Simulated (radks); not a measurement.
Results of a calculation; reference values are marked as such.
Fe XI, 16 electrons, occupied as [Ne] 3s2 3p4. Level of theory: Dirac Kohn-Sham, PBE, spin-unpolarised, spherical densities, finite nucleus; open shells fill j = l - 1/2 first; Fermi nuclear charge, rms radius 3.7377 fm (a radial shooting solver on a logarithmic mesh with Libxc functionals). Some entries of the table are withheld. Estimate them.

| orbital | occ. | eigenvalue (hartree) | <r^2> (bohr^2) |
|---|---|---|---|
| 1s1/2 | 2 | (1) | 0.004596 |
| 2s1/2 | 2 | (2) | 0.08318 |
| 2p1/2 | 2 | (3) | (4) |
| 2p3/2 | 4 | (5) | (6) |
| 3s1/2 | 2 | (7) | 0.5968 |
| 3p1/2 | 2 | -10.31573 | (8) |
| 3p3/2 | 2 | -10.23525 | (9) |

Answer. 
(1) 1s1/2 eigenvalue (hartree): -266.7790
(2) 2s1/2 eigenvalue (hartree): -39.67333
(3) 2p1/2 eigenvalue (hartree): -35.55719
(4) 2p1/2 <r^2> (bohr^2): 0.06623
(5) 2p3/2 eigenvalue (hartree): -35.09528
(6) 2p3/2 <r^2> (bohr^2): 0.06780
(7) 3s1/2 eigenvalue (hartree): -11.58353
(8) 3p1/2 <r^2> (bohr^2): 0.6061
(9) 3p3/2 <r^2> (bohr^2): 0.6150
